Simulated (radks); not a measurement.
Tb, 65 electrons, occupied as [Xe] 4f9 6s1 6p1 (not the ground configuration).

Calculated with a radial shooting solver on a logarithmic mesh with Libxc functionals: scalar-relativistic Kohn-Sham, r2SCAN, spin-polarised, spherical densities, finite nucleus; open shells are filled with parallel spins first (spin-orbit coupling, left out, can overturn this in heavy ions); meta-GGA in the generalised Kohn-Sham scheme; Fermi nuclear charge, rms radius 5.06 fm.

Energy parts (eV):
total: -318628.07
kinetic: 342905.47
electron-nucleus: -778592.96
Hartree: 124041.11
exchange-correlation: -6981.70

Orbitals (lengths in bohr, moments of r in powers of bohr; <r^-3> diverges for s and p1/2; r(max) is where P^2 peaks; r(90%) holds 90 % of the orbital's charge):
| orbital | occ. | eigenvalue (eV) | r(90%) | r(max) | <r> | <r^-3> |
|---|---|---|---|---|---|---|
| 1s up | 1 | -51929.92 | 0.0389 | 0.01364 | 0.02151 | - |
| 1s down | 1 | -51929.90 | 0.0389 | 0.01364 | 0.02151 | - |
| 2s up | 1 | -8630.858 | 0.142 | 0.07746 | 0.09148 | - |
| 2s down | 1 | -8630.859 | 0.142 | 0.07746 | 0.09147 | - |
| 2p up | 3 | -7666.099 | 0.132 | 0.06280 | 0.08089 | 12100 |
| 2p down | 3 | -7666.084 | 0.132 | 0.06280 | 0.08089 | 12100 |
| 3s up | 1 | -1924.036 | 0.351 | 0.2195 | 0.2391 | - |
| 3s down | 1 | -1921.642 | 0.350 | 0.2194 | 0.2389 | - |
| 3p up | 3 | -1624.957 | 0.356 | 0.2156 | 0.2379 | 2564 |
| 3p down | 3 | -1622.560 | 0.356 | 0.2155 | 0.2377 | 2569 |
| 3d up | 5 | -1234.945 | 0.337 | 0.1767 | 0.2167 | 343.1 |
| 3d down | 5 | -1233.087 | 0.337 | 0.1765 | 0.2164 | 343.9 |
| 4s up | 1 | -388.1637 | 0.778 | 0.5050 | 0.5418 | - |
| 4s down | 1 | -382.6035 | 0.778 | 0.5048 | 0.5418 | - |
| 4p up | 3 | -289.2422 | 0.834 | 0.5272 | 0.5738 | 567.5 |
| 4p down | 3 | -283.6691 | 0.834 | 0.5269 | 0.5738 | 566.7 |
| 4d up | 5 | -152.9231 | 0.938 | 0.5473 | 0.6241 | 63.74 |
| 4d down | 5 | -147.3126 | 0.939 | 0.5469 | 0.6248 | 63.56 |
| 4f up | 7 | -5.9023 | 1.53 | 0.5554 | 0.8792 | 8.390 |
| 4f down | 2 | -0.9694 | 1.74 | 0.5581 | 0.9711 | 7.839 |
| 5s up | 1 | -51.2040 | 1.90 | 1.179 | 1.320 | - |
| 5s down | 1 | -48.4992 | 1.95 | 1.194 | 1.347 | - |
| 5p up | 3 | -27.6482 | 2.28 | 1.340 | 1.553 | 74.31 |
| 5p down | 3 | -25.7980 | 2.33 | 1.363 | 1.585 | 68.69 |
| 6s up | 1 | -5.0113 | 6.03 | 3.519 | 4.106 | - |
| 6p up | 1 | -2.1196 | 7.89 | 4.544 | 5.344 | 4.359 |

The highest occupied level is 4f down at -0.969 eV. Summed over all electrons, <r^2> = 91.08 bohr^2, which gives a Langevin (diamagnetic) susceptibility term of -72.1 x 10^-6 cm^3/mol. The density falls to 0.001 e/bohr^3 at r = 5.37 bohr. The spin density at the nucleus is 33.21 e/bohr^3 (1s 0.10, 2s -0.34, 3s -15.04, 4s 2.65, 5s 20.95, 6s 24.89).

Empty levels of this run are not shown, since the potential may be unsettled where no density lies.
